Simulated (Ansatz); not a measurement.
HBr2Cl, singlet: a pair in one relaxed arrangement.

Input (in.yaml):

```yaml
crystal:
  periodic: [false, false, false]
  atoms:
    - {symbol: Cl, position_ang: [-0.505907, 0.598490, -2.066638]}
    - {symbol: H, position_ang: [0.066626, -0.520744, -2.308740]}
    - {symbol: Br, position_ang: [0.006956, 0.172165, 1.081965]}
    - {symbol: Br, position_ang: [0.432325, -0.249911, 3.293514]}
basis:
  gaussian: {orbitals: def2-SVP}
hamiltonian: {xc: pbe, dispersion: d4}
```

Run by:

```bash
ansatz run in.yaml --threads 4 --pin off --events-out ev --progress --plain --max-ram 9574MiB
```

Output of Ansatz 0.2.0:

```
Functional definition: PBE
  name "PBE"
  cite "Perdew, Burke & Ernzerhof, Phys. Rev. Lett. 77, 3865 (1996) doi:10.1103/PhysRevLett.77.3865"
  parent pbe
  parameter kappa = 0.804
  parameter beta = 0.06672455060314922
  exchange = pbe_x(kappa = kappa, mu = beta*pi^2/3)
  correlation = pbe_c(beta = beta)
943 factors; their error is unknown
mean field evaluation 1: about -152584.1760 eV, gradient 1.3e1 eV
mean field evaluation 2: about -152584.2302 eV, gradient 1.1e1 eV
mean field evaluation 4: about -152584.4456 eV, gradient 6.8e-1 eV
mean field evaluation 8: about -152584.3332 eV, gradient 4.2e-2 eV
mean field -152584.33316423 eV, -5607.3708184097 hartree, gradient 2.9e-5 eV, S^2 0.000000; 0 other end points of the search recorded, 0 dependent functions left out
reference -152584.33319318 eV, -5607.3708194735 hartree; 44, 44 occupied and 43, 43 virtual orbitals, 943 factors
Total energy: -152584.41646111 eV, -5607.3738795136 hartree
```

The lines “mean field evaluation” count trial sets of orbitals through the whole run, from several starts and some on an approximate energy, so they need not fall steadily or lie above the final value.

The run took about 0.2 s on 4 CPU threads of an AMD EPYC 9R45 (shared host).
